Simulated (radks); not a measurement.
Q: Excited configurations of Zr3+: one electron is placed in a higher orbital outside [Kr]. The ground configuration is [Kr] 4d1. Method: non-relativistic Kohn-Sham, PBEsol, spin-unpolarised, spherical densities, point nucleus; relativity is left out, which matters for an element this heavy; computed with a radial shooting solver on a logarithmic mesh with Libxc functionals. Excitation = E - E(ground); binding = E(ion) - E, where the ion is the core of charge +4; n* = 4/sqrt(2 binding) in atomic units, and the quantum defect is n - n*.

outer orbital  excitation (eV)  binding (eV)     n*  quantum defect  eigenvalue (eV)  <r> (bohr)
4f                      19.885        14.735  3.844           0.156          -12.078       3.815
5s                       5.518        29.102  2.735           2.265          -25.585       2.895
5d                      18.027        16.593  3.622           1.378          -14.443       4.331
5f                      24.712         9.908  4.687           0.313           -8.508       6.722
6s                      18.938        15.682  3.726           2.274          -13.973       5.330
6d                      24.334        10.287  4.600           1.400           -9.061       7.394
6f                      27.706         6.914  5.611           0.389           -6.081       10.44
7s                      24.792         9.829  4.706           2.294           -8.818       8.469
7p                      25.842         8.778  4.980           2.020           -7.857       9.266
7f                      29.555         5.065  6.556           0.444           -4.510       14.89

Estimate the row for 6p.

A: excitation (eV) 21.024; binding (eV) 13.597; n* 4.001; quantum defect 1.999; eigenvalue (eV) -12.058; <r> (bohr) 5.923. The Delta-SCF ionisation energy is 34.620 eV (NIST Atomic Spectra Database: 34.418 eV, measured). Self-interaction in the functional shifts the binding energies and quantum defects, so they are the method's values and not measured ones. Relativity is left out here, which matters for elements this heavy. Spin polarisation and multiplet splitting are left out, so open shells lie too high by an amount that depends on their filling.

Beside tabulated values, note that spin-unpolarised runs miss the spin-polarisation part of the exchange energy of open shells.
